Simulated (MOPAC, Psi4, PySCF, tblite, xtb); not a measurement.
Dimer CO ··· COS (SMILES [C-]#[O+] and O=C=S) at R = 3.49 Å between the centres of mass, closest contact 3.09 Å (a higher rigid-body minimum at GFN2-xTB). Geometry in Å and degrees:

```
5

C      0.562     0.000     0.000
O     -0.562     0.000     0.000
O     -3.839    -0.666     0.399
C     -3.259    -1.505    -0.143
S     -2.474    -2.640    -0.875
```

Methods: GFN2-xTB (tblite); SAPT0/jun-cc-pVDZ, frozen core (Psi4); BLYP/def2-TZVP, counterpoise-corrected (Psi4); BLYP-D3(BJ)/def2-TZVP, counterpoise-corrected (Psi4); PBE/def2-TZVP, counterpoise-corrected (Psi4); PBE-D3(BJ)/def2-TZVP, counterpoise-corrected (Psi4); HF/aug-cc-pVTZ, counterpoise-corrected (Psi4); MP2/aug-cc-pVTZ = DF-MP2/aug-cc-pVTZ, frozen core, counterpoise-corrected in Psi4 1.11; SCS-MP2/aug-cc-pVTZ = DF-SCS-MP2/aug-cc-pVTZ, frozen core, counterpoise-corrected run with Psi4 1.11; PM7, restricted, heats of formation (MOPAC); PM6, restricted, heats of formation (MOPAC); GFN1-xTB (xtb); RKS-B3LYP/6-31G* = restricted B3LYP/6-31G*, spherical d, no counterpoise correction (PySCF 2.14.0); RKS-B3LYP/LANL2DZ = restricted B3LYP/LANL2DZ, with its core potentials past Ne, no counterpoise correction run with PySCF; RKS-B3LYP/3-21G = PySCF with restricted B3LYP/3-21G, no counterpoise correction; RKS-B3LYP/6-311+G** = PySCF with restricted B3LYP/6-311+G**, spherical d, no counterpoise correction.

Problem. What interaction energy does each level give?

Solution. 
| method | E_int / kJ/mol |
|---|---|
| RKS-B3LYP/3-21G | -5.13 |
| PM7 | -4.11 |
| GFN2-xTB | -3.61 |
| GFN1-xTB | -3.18 |
| PM6 | -2.11 |
| MP2/aug-cc-pVTZ | -1.87 |
| PBE-D3(BJ)/def2-TZVP | -1.75 |
| BLYP-D3(BJ)/def2-TZVP | -1.38 |
| RKS-B3LYP/LANL2DZ | -0.90 |
| SAPT0/jun-cc-pVDZ | -0.77 |
| SCS-MP2/aug-cc-pVTZ | -0.28 |
| RKS-B3LYP/6-31G* | 0.35 |
| PBE/def2-TZVP | 1.62 |
| RKS-B3LYP/6-311+G** | 2.92 |
| HF/aug-cc-pVTZ | 4.52 |
| BLYP/def2-TZVP | 5.28 |
